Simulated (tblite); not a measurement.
What does the GFN2-xTB structure of `C/N=C1/C=C(C(=O)O)C1` look like in three dimensions?

```xyz
16
C6H7NO2 angstrom
C      3.0236   -0.3325    0.1900
N      1.9367   -0.1584    1.1013
C      0.7584   -0.0251    0.6994
C     -0.5122    0.1367    1.3994
C     -1.2147    0.1510    0.2447
C     -2.6330    0.2368   -0.0942
O     -3.0818    0.1778   -1.2126
O     -3.4114    0.3832    0.9911
C      0.0028    0.0044   -0.6464
H      3.4996   -1.2875    0.4184
H      2.7309   -0.3104   -0.8656
H      3.7542    0.4533    0.3873
H     -0.7740    0.2045    2.4377
H     -4.3434    0.4255    0.7249
H      0.2139    0.8602   -1.2851
H      0.0427   -0.9105   -1.2344
```

Any rigid rotation of these coordinates is as good. Atoms count from 1 in this order. The 4-membered ring C3–C4–C5–C9 has internal angles of 83.3° to 94.8° (sum 360°, against 360° for a flat polygon); it is planar, 0.00 Å rms from its mean plane, widest ring torsion 1°. Of the pairs four or more bonds apart, C9···H11 is among the closest relative to their van der Waals radii: 2.75 Å, 95 % of the sum of Bondi's values. The C–N distances run from 1.252 Å (N2=C3, drawn double) to 1.429 Å (C1–N2, drawn single), a spread of 0.177 Å. The 5 C–C bonds span 1.352 Å (C4=C5, drawn double) to 1.544 Å (C3–C9, drawn single), a spread of 0.192 Å.

Bonds between heavy atoms (Å): C1–N2 1.429, N2=C3 1.252, C3–C4 1.460, C4=C5 1.352, C5–C6 1.461, C6=O7 1.206, C6–O8 1.344, C5–C9 1.516, C3–C9 1.544.

The geometry is computed with GFN2-xTB (gas phase).

Point group: near Cs, missed by 0.16 Å at most; the miss may be what the optimiser left on a soft mode. Its GFN2-xTB frequencies are all real (lowest 54 cm⁻¹). One conformer, not necessarily the lowest (C4–C5–C6–O7 -177°, C5–C6–O8–H -179°). 2 starts were optimised and ended at 0.00 and 1.27 kcal/mol (GFN2-xTB); the lowest of these is shown.
